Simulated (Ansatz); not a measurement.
Geometry optimisation, RKS PBE0/def2-SVP (Ansatz).

input.yaml

```yaml
crystal:
  periodic: [false, false, false]
  atoms:
    - { symbol: C, position_ang: [-0.1474, 1.26197, -0.13715] }
    - { symbol: B, position_ang: [0.46645, -0.17595, -0.3394] }
    - { symbol: B, position_ang: [-0.0729, -1.5248, 0.45832] }
    - { symbol: F, position_ang: [0.40589, -1.93717, 1.62349] }
    - { symbol: H, position_ang: [-0.78851, 1.45718, -0.99916] }
    - { symbol: H, position_ang: [-0.76625, 1.37883, 0.7488] }
    - { symbol: H, position_ang: [0.60163, 2.05159, -0.14054] }
    - { symbol: H, position_ang: [1.36799, -0.23954, -1.09333] }
    - { symbol: H, position_ang: [-0.94347, -2.22103, 0.04879] }
basis:
  gaussian: { orbitals: def2-SVP }
hamiltonian:
  xc: pbe0
relax:
  f_tol: 0.015
  max_steps: 40
```

Run as:

```bash
$ ansatz run input.yaml --threads 1 --pin off --max-ram 2048MiB --backend cpu --events-out ev --progress --plain --runs-dir out
```

**Question.** Where does it end, and by what steps?

**Answer.** The run converged. After 8 steps the energy has fallen by 0.081 eV; F4 moved furthest, 0.08 Å.

```json
{"step": "0", "energy less start (eV)": "0.0000", "largest force component (eV/Å)": "1.004", "accepted": "yes"}
{"step": "1", "energy less start (eV)": "-0.0646", "largest force component (eV/Å)": "0.484", "accepted": "yes"}
{"step": "2", "energy less start (eV)": "-0.0782", "largest force component (eV/Å)": "0.102", "accepted": "yes"}
{"step": "3", "energy less start (eV)": "-0.0790", "largest force component (eV/Å)": "0.108", "accepted": "yes"}
{"step": "4", "energy less start (eV)": "-0.0789", "largest force component (eV/Å)": "0.134", "accepted": "no"}
{"step": "5", "energy less start (eV)": "-0.0805", "largest force component (eV/Å)": "0.023", "accepted": "yes"}
{"step": "6", "energy less start (eV)": "-0.0811", "largest force component (eV/Å)": "0.019", "accepted": "yes"}
{"step": "7", "energy less start (eV)": "-0.0809", "largest force component (eV/Å)": "0.044", "accepted": "no"}
{"step": "8", "energy less start (eV)": "-0.0812", "largest force component (eV/Å)": "0.009", "accepted": "yes"}
```

```xyz
9
Properties=species:S:1:pos:R:3
C -0.148 1.285 -0.116
B 0.471 -0.141 -0.281
B -0.074 -1.551 0.483
F 0.454 -2.003 1.617
H -0.764 1.424 -1.029
H -0.806 1.444 0.750
H 0.609 2.084 -0.166
H 1.356 -0.257 -1.110
H -0.975 -2.234 0.021
```

Whether the end is a true minimum wasn't checked by a vibrational analysis.

The run took 24 s on 1 thread of Arm Neoverse V2, on a shared host, peak memory 0.14 GiB.
